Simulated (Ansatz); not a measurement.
System: AsH, charge 0, triplet. AsH (SMILES [AsH], triplet).
B3LYP-D3(BJ)/def2-TZVP minimum from Ansatz (a program for electronic structure):
```xyz
2

As     0.0000     0.0000    -0.0452
H      0.0000     0.0000     1.4904
```
Charge 0, spin multiplicity 3.

Total energies in cc-pVQZ, 6 correlated electrons, 14 frozen orbitals. Open shells are spin-unrestricted; no spin-orbit coupling. Cores are frozen in correlated methods (noble-gas shells, and filled d and f shells in the p block). No relativity.

```tsv
method	program	energy (Eh)	minus CCSDT(Q) (mEh)
HF	Ansatz	-2234.80985	127.55
MP2	Ansatz	-2234.91313	24.27
CCSD	Ansatz	-2234.93231	5.09
CCSD(T)	Ansatz	-2234.93657	0.83
CCSDT(Q)	Ansatz	-2234.93740	0.00
```

Rough core times of Ansatz's runs on a shared machine: CCSD(T) under 20 s, CCSDT(Q) 80 s.
